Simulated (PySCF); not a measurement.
**Ionisation energy of Mg⁺ by level of theory**

Mg⁺ [Ne] 3s1 (2S) → Mg²⁺ [Ne] (1S), as a difference of total energies. Computed with PySCF 2.14 in dyall-av3z (20s13p6d4f, 117 functions), with no relativity, point nucleus. The calculations carry no spin-orbit coupling.

Q: Order these methods by the ionisation energy they give, lowest first.
A. PW91
B. wB97M-V
C. wB97X-V
D. UHF

A: D (14.724 eV), C (15.042 eV), B (15.109 eV), A (15.377 eV).

For comparison: 15.035 eV (measured; NIST Atomic Spectra Database, ionization energies).
